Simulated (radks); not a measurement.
Task: Species: Ir4+. Configuration: [Xe] 4f14 5d5. All-electron calculation, Dirac Kohn-Sham, PBEsol, spin-unpolarised, spherical densities, finite nucleus; open shells are shared between the two j in proportion to 2j + 1; Fermi nuclear charge, rms radius 5.4032 fm. Program: a radial shooting solver on a logarithmic mesh with Libxc functionals. Some entries of the table are withheld. Estimate them.

orbital  occ.  eigenvalue (Ry)  <1/r> (bohr^-1)  r(max) (bohr)
1s1/2       2        -5586.156            92.11        0.01082
2s1/2       2        -979.4551            22.55        0.06253
2p1/2       2        -938.7462            22.52        0.04621
2p3/2       4        -819.1947            18.58        0.05337
3s1/2       2        -231.7229              (1)         0.1760
3p1/2       2        -213.4107            8.196            (2)
3p3/2       4        -187.2367            7.173            (3)
3d3/2       4        -156.5283              (4)         0.1397
3d5/2       6        -150.8695              (5)         0.1437
4s1/2       2        -52.13997            3.495            (6)
4p1/2       2        -44.40362            3.386         0.3965
4p3/2       4        -38.20581            3.030         0.4269
4d3/2       4        -25.49311            2.822         0.4211
4d5/2       6        -24.34228            2.739         0.4306
5s1/2       2        -10.61592            1.401         0.8902
4f5/2       6         -8.16439            2.336         0.3924
5p1/2       2         -8.15919            1.279         0.9439
4f7/2       8         -7.93455            2.303         0.3971
5p3/2       4         -7.12771            1.155          1.023
5d3/2       2              (7)           0.8871            (8)
5d5/2       3              (9)           0.8618           (10)

Result: 
(1) 3s1/2 <1/r> (bohr^-1): 8.279
(2) 3p1/2 r(max) (bohr): 0.1644
(3) 3p3/2 r(max) (bohr): 0.1790
(4) 3d3/2 <1/r> (bohr^-1): 7.071
(5) 3d5/2 <1/r> (bohr^-1): 6.834
(6) 4s1/2 r(max) (bohr): 0.3978
(7) 5d3/2 eigenvalue (Ry): -3.77821
(8) 5d3/2 r(max) (bohr): 1.233
(9) 5d5/2 eigenvalue (Ry): -3.66080
(10) 5d5/2 r(max) (bohr): 1.265
